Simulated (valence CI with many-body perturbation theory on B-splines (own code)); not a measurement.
The numbers below are computed, except where a source is named.
## Sensitivity of CI+MBPT for Cs41+

Level of theory: valence CI with perturbative core correlation (CI+MBPT): four valence electrons over a frozen Dirac-Fock core [Ne], radial functions for each j: 6 s, 6 p, 5 d, 3 f, 1 g, with the one-electron correlation potential Σ1, the two-electron term Σ2, the three-electron term Σ3, Breit, model QED; selected CI, second order for the rest, scaled by the run's own slope (own B-spline code, finite nucleus).

No measured spectrum was set against this ion. As an estimate, large intervals hold to a few tenths of a per cent, small ones and those within an open d or f shell to about a per cent.

The reference run has the lowest level (3s^2 3p1/2^2) J=0 and an ionisation energy of 3120.66 eV. Its largest variational space holds 9998 state functions.

Levels are named by their leading jj configuration (3d3/2^4 stands for four electrons in 3d with j = 3/2), which in mixed levels can hold well under half, so a name can repeat and another be missing. Letters in brackets count levels of one name in rising energy.

| Level | Reference (cm⁻¹) | Shift (cm⁻¹) |
| --- | --- | --- |
| (3s^2 3p1/2 3p3/2) J=1 | 652617 | -1359 |
| (3s^2 3p1/2 3p3/2) J=2 | 705591 | -1373 |
| (3s^2 3p3/2^2) J=2 | 1396440 | -2714 |
| (3s 3p1/2^2 3p3/2) J=2 | 1499230 | +2105 |
| (3s^2 3p3/2^2) J=0 | 1511680 | -2726 |
| (3s 3p1/2^2 3p3/2) J=1 | 1662950 | +2069 |
| (3s^2 3p1/2 3d3/2) J=2 | 1867090 | +1824 |
| (3s 3p1/2 3p3/2^2) J=2 [a] | 2038000 | +715 |
| (3s^2 3p1/2 3d3/2) J=1 | 2088990 | +1861 |
| (3s^2 3p1/2 3d5/2) J=3 | 2091630 | +618 |
| (3s^2 3p1/2 3d5/2) J=2 | 2227310 | +766 |
| (3s 3p1/2 3p3/2^2) J=3 | 2259750 | +705 |

The ionisation energy moves by -2.02 eV.

Question: Which of these changes was made?
A. orbitals per symmetry with explicit Σ2 and valence Breit (the others get mean screening factors) 5 → 4; Breit term on → off
B. Davidson tolerance 2e-05 → 0.0003
C. scale of Σ1 1 → -1

Answer: C. scale of Σ1 1 → -1.
